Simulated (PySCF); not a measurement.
C3H4ClFSi, SMILES C#C[Si@H](Cl)CF.

Geometry: PBE-D3(BJ)/def2-SVP. The structure was generated by enumeration; whether it is a known compound was not checked. One conformer was computed; it need not be the lowest.

The numbers are results of PySCF with SMD-M06-2X/def2-SVP, not measurements.

Solvation free energies are E(SMD) − E(gas) at the gas-phase geometry, for 1 M in both phases. In vacuum the dipole moment is 0.77 D.

```json
[
 {"solvent": "water", "ΔG(solv) (kcal/mol)": "-0.3", "its non-electrostatic (CDS) part": "5.9", "dipole (D)": "0.91"},
 {"solvent": "2-propanol", "ΔG(solv) (kcal/mol)": "-4.2", "its non-electrostatic (CDS) part": "1.6", "dipole (D)": "0.91"},
 {"solvent": "toluene", "ΔG(solv) (kcal/mol)": "…", "its non-electrostatic (CDS) part": "…", "dipole (D)": "…"}
]
```

Task: What belongs in the gaps? (Estimate from the structure and the level; the computed values follow.)

Result: 
- toluene, ΔG(solv) (kcal/mol): -2.7
- toluene, its non-electrostatic (CDS) part: 0.2
- toluene, dipole (D): 0.85
